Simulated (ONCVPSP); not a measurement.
# What one change does to a pseudopotential (gold (Au), ONCV)

* Element: gold
* Generator: ONCVPSP 4.0.1
* Type: optimised norm-conserving Vanderbilt (ONCV)
* Functional: PW91
* Relativity: fully relativistic
* Frozen core: [Kr] 4d10 4f14
* Valence charge: 19
* Reference configuration: 5s2 5p6 5d8 (charge +3)
* Partial waves: 5s: rc 1.55 bohr, ncon 4, nbas 8, qcut 8.4 1/bohr, 2 projectors, debl 0.9 Ha; 5p: rc 1.15 bohr, ncon 4, nbas 7, qcut 7.6 1/bohr, 1 projector; 5d: rc 2.10 bohr, ncon 4, nbas 9, qcut 8.7 1/bohr, 2 projectors, debl 2.2 Ha
* Local potential: polynomial inside 0.70 bohr (lpopt 4, dvloc0 3 Ha)
* Core correction: Teter function fitted to the true core (icmod 2), fcfact 0.35

Open shells are filled in proportion to 2j + 1.

In the s channel the program set the typed energies aside and used -5.309, 0.050 Ha.

All-electron outer shells of the reference configuration (PW91, scalar-relativistic, ld1.x):

```
shell  level (eV)  outermost node (bohr)  outermost maximum (bohr)
   4f     -117.87                      –                      0.37
   5p      -95.78                   0.52                      0.94
   5d      -40.71                   0.56                      1.18
```

Change: core [Kr] 4d10, valence charge 33; reference 4f14 5s2 5p6 5d10 6s1; waves now 5s+6s: rc 1.55 bohr, ncon 4, nbas 9, qcut 8.2 1/bohr, 2 projectors; 5p: rc 1.35 bohr, ncon 4, nbas 7, qcut 10.4 1/bohr, 2 projectors, debl 1.5 Ha; 5d: rc 1.60 bohr, ncon 4, nbas 8, qcut 5.1 1/bohr, 2 projectors, debl 1.9 Ha; 4f: rc 0.85 bohr, ncon 3, nbas 8, qcut 16.7 1/bohr, local; local potential the f channel. In the p channel the program set the typed energies aside and used -2.036, 0.250 Ha (j = l + 1/2; the other j can differ).

Cutoffs: the cutoffs (Ha) at which the residual kinetic energy of the hardest occupied pseudo-wave falls to 1 and 0.1 mHa per electron; they do not see the model core or the augmentation charge, which bear on the density cutoff. Errors are all-electron minus pseudo energies relative to the spin-unpolarised reference configuration.

Question: What does the change do?

Answer: The potential gets harder (95 Ha and 115 Ha → 226 Ha and 637 Ha); both files keep a bound ghost (p, s); the lowest positive-energy flag moves from p1/2 at 16.8 eV to d3/2 at 40.2 eV; the miss of the reference levels goes from 0.00 to 2.18 eV; the range in which the s phases agree widens (upper end -3.4 → at the end of the scan). The added semicore shells are compact, so their waves need more plane waves. Several settings change at once here, so the effects cannot be laid on one of them. In the changed file the local f channel has no projectors, so it cannot carry the spin–orbit splitting, and the file is wrong for that shell.

```csv
quantity,base,changed
"cutoff, loose",95 Ha,226 Ha
"cutoff, tight",115 Ha,637 Ha
bound ghosts,"s, p3/2","s, p3/2, p1/2"
GHOST(+) flags under 300 eV,p1/2 at 16.8 eV,d3/2 at 40.2 eV
"largest miss of a reference level, eV",0.00,2.18
"largest error over its own tests, meV",-6.1,-4.0
s: phases at 1.58 bohr within 0.05 rad from the reference energy up to (Ha; the scan ends near 5),-3.4,to the end of the scan
"rms error of d²Exc/dni dnj with the model core, mHa",4.44,3.90
```

 A true bound ghost makes a file unfit for plane-wave use even where its test errors are small: the radial tests pick states by their node count and pass the ghost by.
